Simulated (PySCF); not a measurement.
## Working out the ionisation energy of Se

Se [Ar] 3d10 4s2 4p4 (3P) → Se⁺ [Ar] 3d10 4s2 4p3 (4S). Calculation: PySCF 2.14, in aug-cc-pVDZ-PP with ECP10MDF (5s4p3d, 32 functions); a scalar-relativistic core potential. Frozen: 3s2 3p6 3d10. Energies in hartree (1 hartree = 27.21139 eV):

| part | Se (lower) | Se⁺ (upper) |
| --- | --- | --- |
| UHF | -371.846027 | -371.533250 |
| MP2 opposite-spin | -0.056724 | -0.042077 |
| MP2 same-spin | -0.018976 | -0.015520 |

What does Hartree-Fock give?

(-371.533250) − (-371.846027) = 0.312777 hartree = 8.511 eV.

What do MP2 and SCS-MP2 (6/5 opposite-spin, 1/3 same-spin) give?

The opposite-spin parts differ by 0.399 eV and the same-spin parts by 0.094 eV. MP2: 8.511 + (0.399) + (0.094) = 9.004 eV. SCS-MP2: 8.511 + 1.2 × (0.399) + (0.094)/3 = 9.021 eV.

Measured between the centres of the two terms (NIST): 9.635 eV, so MP2 (valence) is off by -0.631 eV.

A double-zeta basis recovers only part of the correlation energy.

What remains against the reference includes basis incompleteness, the frozen core and correlation beyond second order.
